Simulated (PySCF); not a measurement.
InI₃, SMILES [I][In]([I])[I]. Atoms are numbered in the order given.

```xyz
4

In     0.0000     0.0000     0.0000
I      2.6549     0.0000     0.0000
I     -1.3274    -2.2992     0.0000
I     -1.3274     2.2992     0.0000
```

The structure is a stationary point at PBE0-D3(BJ)/def2-SVP. The isomer is the one that the SMILES or the coordinates give; other isomers of the formula were not compared. The def2 effective core potentials stand for the cores of I, In; spin–orbit coupling is left out.

Level of theory: CAM-B3LYP/def2-TZVP (PySCF).

The molecule is in vacuum.

Computed frontier levels, gap, dipole moment and polarisability:
```json
{
 "highest_occupied_level": "-9.08 eV",
 "lowest_empty_level": "-2.27 eV",
 "orbital_gap": "6.80 eV",
 "dipole_moment": "0.000 e·Å",
 "quadrupole, principal values (traceless, Buckingham form, about the centre of nuclear charge)": "-1.87, -1.87, 3.73 D·Å",
 "mean_static_polarisability": "141.7 bohr³ (20.99 Å³)",
 "polarisability_principal_values": "89.0, 168.0, 168.0 bohr³"
}
```
